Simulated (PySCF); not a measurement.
PySCF was given this input:
```python
from pyscf import gto, scf, dft

mol = gto.M(
    atom='''
Si    2.323955    0.840276   -0.024386
Si    0.732523   -0.839951   -0.155217
Ge   -1.451272   -0.029103    0.081415
H     3.686632    0.323081   -0.164528
H     2.139314    1.848885   -1.071866
H     2.264802    1.547878    1.257992
H     0.927214   -1.873348    0.871329
H     0.791816   -1.565747   -1.431672
H    -1.871834    0.973883   -0.955322
H    -1.719560    0.704707    1.364899
H    -2.568368   -1.032594    0.038325
''',
    basis='def2-svpd',
    charge=0,
    spin=0,
    verbose=4,
    max_memory=1800,
)

mf = dft.RKS(mol)
mf.xc = 'camb3lyp'
mf = mf.density_fit(auxbasis='def2-universal-jkfit')
mf.kernel()
```

Q: What does this run give for the HOMO-LUMO gap, Mulliken (on the basis functions themselves) charges in atom order, total energy, HOMO energy, dipole moment?

A: 
* **HOMO-LUMO gap**: 10.14 eV
* **Mulliken (on the basis functions themselves) charges in atom order**: Si1 -0.71, Si2 -0.51, Ge3 -0.56, H4 0.23, H5 0.24, H6 0.24, H7 0.22, H8 0.22, H9 0.21, H10 0.21, H11 0.21
* **total energy**: -2660.4556 Eh
* **HOMO energy**: -9.56 eV
* **dipole moment**: 0.67 D
